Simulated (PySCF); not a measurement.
C4H7O2S, SMILES C1CS(=O)([CH]C1)=O, doublet at its B3LYP/def2-SVP optimised geometry (Å):

```
14

O      1.7873     0.3918     2.3596
S      1.3646    -0.3083     1.1345
O      2.2897    -1.2342     0.4694
C      0.6924     0.8640     0.0000
C     -0.7970     0.8640     0.0000
C     -1.2617     0.0576     1.2419
C     -0.2671    -1.0862     1.4406
H      1.3607     1.4895    -0.5940
H     -1.2091     1.8882     0.0000
H     -1.1767     0.3872    -0.9283
H     -1.2429     0.7092     2.1294
H     -2.2897    -0.3155     1.1215
H     -0.3731    -1.8882     0.6945
H     -0.2408    -1.5110     2.4530
```

Computed with unrestricted B3LYP/def2-TZVP run with PySCF. Cells within 0.4 Å of a nucleus heavier than hydrogen are left out (blank, or x).

Map of the spin density (e/bohr³) on the plane z = 0.0 Å:

```
|000000000000000000000000000|
|000000000000000000000000000|
|000000000000000000000000000|
|000000000000000000000000000|
|000000000000000000000000000|
|000000000000000000000000000|
|000000001110001111000000000|
|000000011111011111100000000|
|000000011221012321100000000|
|000000001110014951100000000|
|0000000000xx00xxx1000000000|
|0000000000xx00xxx1000000000|
|000000000000015952100000000|
|000000000000013431100000000|
|000000000000011211000000000|
|000000000000011110011000000|
|000000000000000000121000000|
|000000000000000000121000000|
|000000000000000000110000000|
|000000000000000000000000000|
|000000000000000000000000000|
|000000000000000000000000000|
|000000000000000000000000000|
|000000000000000000000000000|
|000000000000000000000000000|
|000000000000000000000000000|
|000000000000000000000000000|
```
Scale: ten equal steps from -0.006 (start of '0') to 0.058 (end of '9'), in the order '0123456789'; x runs from -4.50 to 4.50, y from -4.50 (bottom) to 4.50 (top).
